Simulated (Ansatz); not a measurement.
`[F][Ge][Cl]` + `O[SiH3]` → `[SiH3][O][Ge][Cl]` + H–F at 500 K and 1 bar (ligand exchange at a Ge–F bond).

Program: Ansatz. Geometries: PBE0-D4/def2-TZVP. ΔE: electronic, gas phase. CCSD(T)/CBS adds triple-zeta CCSD(T) − MP2 to the extrapolated MP2 energy (def2 sets, frozen cores). This one scheme is used for every species. For Ge outer-core shells are correlated without core-valence functions, which leaves a few kJ/mol of doubt a bond. Scalar relativity is left out up to krypton. Each species was taken in one conformer, which may not be the lowest.

```json
{"species": "`[F][Ge][Cl]`", "CCSD(T)/CBS energy (Eh)": "-2635.75718", "H − E (kJ/mol)": "30.9", "S (J/(mol·K))": "316.5"}
{"species": "`O[SiH3]`", "CCSD(T)/CBS energy (Eh)": "-366.69042", "H − E (kJ/mol)": "127.5", "S (J/(mol·K))": "292.9"}
{"species": "`[SiH3][O][Ge][Cl]`", "CCSD(T)/CBS energy (Eh)": "-2902.05095", "H − E (kJ/mol)": "120.4", "S (J/(mol·K))": "404.8"}
{"species": "H–F", "CCSD(T)/CBS energy (Eh)": "-100.39570", "H − E (kJ/mol)": "39.4", "S (J/(mol·K))": "188.7"}
```

H − E and S are ideal-gas, rigid-rotor, harmonic terms from PBE0-D4/def2-TZVP, for one conformer and one mirror image of each species. 1 Eh = 2625.50 kJ/mol, R = 8.31446 J/(mol·K).

Question: By hand: ΔE, ΔH, ΔS and ΔG.

Answer: ΔE = (-2902.05095) + (-100.39570) − (-2635.75718) − (-366.69042) = 0.00095 Eh = 2.5 kJ/mol. Δ(H − E) = 120.4 + 39.4 − 30.9 − 127.5 = 1.4, so ΔH = 3.9 kJ/mol. ΔS = 404.8 + 188.7 − 316.5 − 292.9 = -15.9 J/(mol·K). ΔG = 3.9 − 500 × (-15.9)/1000 = 11.8 kJ/mol.

Question: By hand: the equilibrium constant, and the temperature at which ΔG would vanish if ΔH and ΔS stayed fixed.

Answer: log₁₀ K = −ΔG/(RT ln 10) = -1.2. ΔH and −TΔS have one sign here, so there is no such temperature. One of them is within its doubt of zero, so this could turn.

TΔS isn't small against ΔH here. A doubt of 5 kJ/mol in ΔE shifts log₁₀ K by 0.5 here. Other conformers and mirror images would add mixing entropy, several J/(mol·K) or more a flexible species. These are equilibria of isolated gas molecules and say nothing of rates. Largest T1 diagnostic: 0.014 (customary marks: 0.02 for closed shells, 0.045 for open ones).
